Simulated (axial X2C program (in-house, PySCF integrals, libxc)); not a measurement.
**Correcting the dissociation energy of SnSe for spin–orbit coupling**

A spin-free PBE0 curve (one-electron X2C) was computed with an axial X2C code built on PySCF integrals, basis Sn dyall-cv3z [11s12p9d4f1g], Se dyall-cv3z [8s9p6d4f1g] (cores contracted in-house), for the state M_S = 0, Λ = 0 (closed shell). It gives D0 = 4.539 eV to Sn + Se, which in a spin-free picture are the weighted means of the ground terms.

Measured levels of the ground terms (NIST Handbook of Basic Atomic Spectroscopic Data), in cm⁻¹: Sn 3P: J = 0 at 0, J = 1 at 1691.8, J = 2 at 3427.7; Se 3P: J = 2 at 0, J = 1 at 1989.5, J = 0 at 2534.4.

The molecular state has Λ = 0, so it has no first-order lowering.

Task: How far does each ground level lie under the (2J+1)-weighted mean of its term?

Result: Sn: (1 × 0 + 3 × 1691.8 + 5 × 3427.7)/9 = 2468 cm⁻¹; Se: (5 × 0 + 3 × 1989.5 + 1 × 2534.4)/9 = 945 cm⁻¹.

Task: Correct D0.

Result: D0 = 4.539 + (0 − 3413)/8065.5 = 4.116 eV at PBE0 with these spin–orbit terms.

Second-order spin–orbit effects in the molecule, which grow quickly with Z, are left out. Occupations by symmetry block were frozen at the best pattern of an incomplete PBE0 search. Dissociation energies refer to the lowest single-determinant-based atoms at the same level and basis.
